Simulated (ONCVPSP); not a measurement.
**Configuration tests for Ru (Z = 44) (ONCV)**

```json
{"Element": "Ru", "Generator": "ONCVPSP 4.0.1", "Type": "optimised norm-conserving Vanderbilt (ONCV)", "Functional": "PBEsol", "Relativity": "fully relativistic", "Frozen core": "[Ar] 3d10", "Valence charge": "16", "Reference configuration": "4s2 4p6 4d7 5s1", "Partial waves": "4s+5s: rc 1.65 bohr, ncon 4, nbas 9, qcut 7 1/bohr, 3 projectors, debl 3.5 Ha; 4p: rc 1.30 bohr, ncon 3, nbas 8, qcut 5.5 1/bohr, 1 projector; 4d: rc 1.45 bohr, ncon 3, nbas 6, qcut 7.3 1/bohr, 2 projectors, debl 2.4 Ha", "Local potential": "polynomial inside 1.25 bohr (lpopt 5, dvloc0 0 Ha)", "Core correction": "Teter function, fcfact 2, rcfact 1.7"}
```

Open shells are filled in proportion to 2j + 1.

Energies are relative to the spin-unpolarised reference configuration 4s2 4p6 4d7 5s1; without spin polarisation the order of configurations can differ from experiment.

Give the all-electron excitation energy and the error of the potential for: 4s2 4p6 4d7 5s0; 4s2 4p6 4d6 5s0; 4s2 4p6 4d5 5s0; 4s2 4p6 4d7 5s0.5.

```csv
valence configuration,charge,ΔE all-electron (eV),error AE − PS (meV)
4s2 4p6 4d7 5s0,+1,7.301,-0.8
4s2 4p6 4d6 5s0,+2,25.485,-0.5
4s2 4p6 4d5 5s0,+3,56.092,+4.3
4s2 4p6 4d7 5s0.5,+0.5,2.876,-0.1
```

Levels in the configuration 4s2 4p6 4d5 5s0:

```
   level  all-electron (eV)  pseudo (eV)
4s j=1/2           -110.935     -110.921
4p j=3/2            -79.530      -79.511
4p j=1/2            -83.037      -83.015
4d j=5/2            -37.160      -37.150
4d j=3/2            -37.577      -37.566
```
